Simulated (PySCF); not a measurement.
# Correlation energy of Xe²⁺ (xenon, charge +2)

[Kr] 4d10 5s2 5p4, high-spin 3P determinant. All numbers are calculated (PySCF 2.14, scalar relativity through the core potential, in aug-cc-pwCVTZ-PP with ECP28MDF). Frozen: 4s2 4p6 4d10; 6 electrons correlated.

MP2 pair energies summed by pair of shells (mhartree):

```tsv
pair	energy	share (%)
5s-5p	-45.00	46.4
5p-5p	-44.52	45.9
5s-5s	-7.56	7.8
```

Total MP2 correlation energy: -97.09 mhartree.

Same-spin part -20.99 and opposite-spin part -76.09 mhartree; SCS-MP2 scales them by 1/3 and 6/5 to -98.31 mhartree.
